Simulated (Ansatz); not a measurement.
Pulling on the Ge1–H3 bond in GeH4O (SMILES [OH][GeH3]) (multiplicity 1 held, fragments rigid). Energies count from the point at 1.542 Å.
Geometry at that point (charge 0, multiplicity 1):
```xyz
6

Ge    -0.329     0.068     0.073
O      1.357    -0.357    -0.372
H     -0.545    -0.155     1.584
H     -1.186    -0.885    -0.765
H     -0.608     1.543    -0.281
H      2.012     0.175     0.090
```

Signs of static correlation in cc-pVTZ, with CASSCF(2,2), from Ansatz (a program for electronic structure) runs.

| R (Å) | T1 of restricted CCSD | ⟨S²⟩ of UHF | largest double amplitude of restricted CCSD | weight of the CASSCF reference in MRCISD | CASSCF natural occupations |
|---|---|---|---|---|---|
| 1.234 | 0.011 | 0.000 | 0.020 | 0.908 | 1.99 0.01 |
| 1.388 | 0.011 | 0.000 | 0.020 | 0.908 | 1.99 0.01 |
| 1.542 | 0.011 | 0.000 | 0.021 | 0.908 | 1.98 0.02 |
| 1.696 | 0.011 | 0.000 | 0.041 | 0.908 | 1.97 0.03 |
| 1.851 | 0.012 | 0.000 | 0.068 | 0.907 | 1.96 0.04 |
| 2.082 | 0.013 | 0.000 | [?] | 0.907 | 1.93 0.07 |
| 2.313 | 0.016 | 0.283 | 0.166 | 0.907 | 1.88 0.12 |
| 2.699 | 0.024 | 0.737 | 0.272 | 0.908 | 1.75 0.25 |
| 3.084 | 0.038 | 0.905 | 0.400 | 0.908 | 1.58 0.42 |
| 3.547 | 0.057 | 0.975 | [?] | 0.908 | 1.36 0.64 |
| 4.164 | 0.076 | 0.999 | 0.761 | 0.909 | 1.17 0.83 |
| 4.935 | 0.086 | 1.004 | 0.895 | 0.909 | 1.06 0.94 |

**Question.** Complete the blanks.

**Answer.** 
- 2.082, largest double amplitude of restricted CCSD: 0.111
- 3.547, largest double amplitude of restricted CCSD: 0.569

Doubts at one or more of the structures used: a restricted determinant that unrestricted orbitals would lower (R-CCSD(T)/cc-pVTZ); other coupled-cluster roots lie near (R-CCSD(T)/cc-pVTZ); T1 above 0.05 (R-CCSD(T)/cc-pVTZ, U-CCSD(T)/cc-pVTZ); a spin-contaminated determinant (U-CCSD(T)/cc-pVTZ).
